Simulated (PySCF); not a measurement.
# Dipole moment and polarisability of (LiBr)2 ring

Compound: (LiBr)2 ring, Li2Br2.
Geometry (PBE0-D3(BJ)/def2-SVP, Å), atoms numbered from 1 in this order:
```
atom  x, y, z in Å
Li1    0.792    0.748    0.794
Br2    0.040    1.383   -1.342
Li3   -0.791   -0.748   -0.794
Br4   -0.041   -1.383    1.342
```

Level: CAM-B3LYP/def2-SVPD (PySCF), static field, nuclei fixed, core orbitals frozen in the response. The polarisability tensor in these axes (au):

```
x   58.65  1.55  1.27
y    1.55 64.79 -4.74
z    1.27 -4.74 64.58
```

Give the principal values, the mean and the anisotropy Δα = √{½[(α1 − α2)² + (α2 − α3)² + (α1 − α3)²]}.

Principal values 57.20, 61.38 and 69.43 au; mean 62.67 au = 9.29 Å³ = 10.33 × 10⁻⁴⁰ C²·m²/J; Δα = 10.76 au (17 % of the mean).

What is the dipole moment?

0.00 D; point group D2h allows none.

Refractivity n − 1 of an ideal gas of it at 273.15 K and 1 atm, from the electronic α?

N = p/kT = 2.6868 × 10¹⁹ cm⁻³, so n − 1 = 2π × N × 9.29 × 10⁻²⁴ cm³ = 1568 × 10⁻⁶ at long wavelengths.

Give the principal axes and the span of the nuclei along them.

Largest value along (0.02, 0.72, -0.70), where the nuclei span 3.85 Å; middle along (0.59, 0.55, 0.59), 2.70 Å; least along (0.81, -0.42, -0.41), 0.00 Å. The response follows the extents in order.

Rayleigh depolarisation ratio (linearly polarised light, static tensor)?

ρ = 3Δα²/(45ᾱ² + 4Δα²) = 347.4/(176744 + 463.3) = 0.00196.

Isolated species at its PBE0-D3(BJ)/def2-SVP geometry, gas phase. The calculation is non-relativistic, for bromine too.

These values come from a run that also computed excited states. On one thread, Arm Neoverse V2, on a shared host, this took 7.3 s wall.
